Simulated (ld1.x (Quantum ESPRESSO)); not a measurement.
# u(r) = r·R(r): atom against pseudo-atom (vanadium (V))

Columns: radius, all-electron u(r) and pseudo u(r) of the 4s shell (level -4.70 eV) of vanadium in the configuration [Ar] 3d3 4s2 4p0; PBE, scalar-relativistic, TM semilocal scheme, ld1.x (Quantum ESPRESSO) 7.5.

```csv
r (bohr),all-electron,pseudo
0.145,-0.1160,-0.0156
0.290,-0.1045,-0.0319
0.435,0.0899,-0.0499
0.580,0.2287,-0.0703
0.725,0.2634,-0.0942
0.870,0.2163,-0.1224
1.015,0.1223,-0.1559
1.160,0.0091,-0.1952
1.305,-0.1058,-0.2405
1.450,-0.2124,-0.2911
1.595,-0.3061,-0.3453
1.740,-0.3852,-0.4004
1.885,-0.4496,-0.4529
2.030,-0.5005,-0.4996
2.175,-0.5392,-0.5380
2.320,-0.5671,-0.5665
2.465,-0.5856,-0.5855
2.610,-0.5960,-0.5959
2.755,-0.5994,-0.5994
2.900,-0.5969,-0.5969
3.045,-0.5894,-0.5894
3.190,-0.5778,-0.5778
3.335,-0.5629,-0.5629
3.480,-0.5454,-0.5454
3.625,-0.5260,-0.5260
3.770,-0.5051,-0.5051
```

How many radial nodes do the two functions have?

The all-electron 4s function has n − l − 1 = 3 (the table is too coarse to show those close to the nucleus); the pseudo-wave has 0, since the states of the same l below it are removed with the core.

At about which radius was the pseudo-wave matched?

2.75 bohr. The columns agree to 0.0005 from 2.46 bohr on; several derivatives are matched, so the curves merge somewhat inside the radius.

Is the pseudo-wave norm-conserving?

Yes: the TM semilocal scheme keeps the norm inside the radius equal to the all-electron one, which fixes the energy derivative of the logarithmic derivative at the level.
